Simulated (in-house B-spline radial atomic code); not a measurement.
Ionisation energies along the 70-electron series, configuration 1s2 2s2 2p6 3s2 3p6 3d10 4s2 4p6 4d10 4f14 5s2 5p6 5d3/2(2), as differences of self-consistent energies. Dirac energy differences include first-order Breit, QED and recoil terms. NIST's values go from ground level to ground level; the uncertainty of those that are theory runs from under 0.1 % in few-electron ions to several per cent in heavy many-electron ones. Computed with an all-electron radial atomic-structure program (B-spline basis): Dirac-Hartree-Fock, jj configuration that fills j = l - 1/2 first, finite nuclei.

A number in brackets counts the electrons of a j subshell.

```csv
ion,configuration after,ionisation energy (eV),IE/(q+1)² (eV),-ε less Coulomb ΔSCF (eV),Breit and QED recoil part (eV),tabulated value (eV),tabulated kind,computed minus tabulated (eV)
Hf2+,[Xe] 4f14 5d3/2(1),20.96,2.3294,0.48119,0.0070712,22.55,tabulated theory,-1.59
Ta3+,[Xe] 4f14 5d3/2(1),34.40,2.1503,0.48796,0.005103,35,tabulated theory,-0.60
W4+,[Xe] 4f14 5d3/2(1),49.64,1.9856,0.49777,0.0011875,51.6,semi-empirical,-1.96
Re5+,[Xe] 4f14 5d3/2(1),?,?,?,?,?,tabulated theory,?
Os6+,[Xe] 4f14 5d3/2(1),?,?,?,?,?,tabulated theory,?
Ir7+,[Xe] 4f14 5d3/2(1),?,?,?,?,?,tabulated theory,?
Pt8+,[Xe] 4f14 5d3/2(1),125.77,1.5527,0.52942,-0.028972,126,tabulated theory,-0.23
Au9+,[Xe] 4f14 5d3/2(1),148.28,1.4828,0.53591,-0.039828,149,tabulated theory,-0.72
Hg10+,[Xe] 4f14 5d3/2(1),172.10,1.4223,0.54214,-0.052009,173,tabulated theory,-0.90
Tl11+,[Xe] 4f14 5d3/2(1),197.22,1.3696,0.54818,-0.065535,198,tabulated theory,-0.78
Pb12+,[Xe] 4f14 5d3/2(1),223.62,1.3232,0.55408,-0.080434,224,tabulated theory,-0.38
```

(1) Fill in the row of Re5+.

(2) Fill in the row of Os6+.

(3) Fill in the row of Ir7+.

Answers

(1) ionisation energy (eV): 66.49; IE/(q+1)² (eV): 1.8468; -ε less Coulomb ΔSCF (eV): 0.50694; Breit and QED recoil part (eV): -0.0043002; tabulated value (eV): 67; computed minus tabulated (eV): -0.51.

(2) ionisation energy (eV): 84.83; IE/(q+1)² (eV): 1.7313; -ε less Coulomb ΔSCF (eV): 0.51514; Breit and QED recoil part (eV): -0.011192; tabulated value (eV): 85.1; computed minus tabulated (eV): -0.27.

(3) ionisation energy (eV): 104.61; IE/(q+1)² (eV): 1.6345; -ε less Coulomb ΔSCF (eV): 0.52256; Breit and QED recoil part (eV): -0.019424; tabulated value (eV): 105; computed minus tabulated (eV): -0.39.
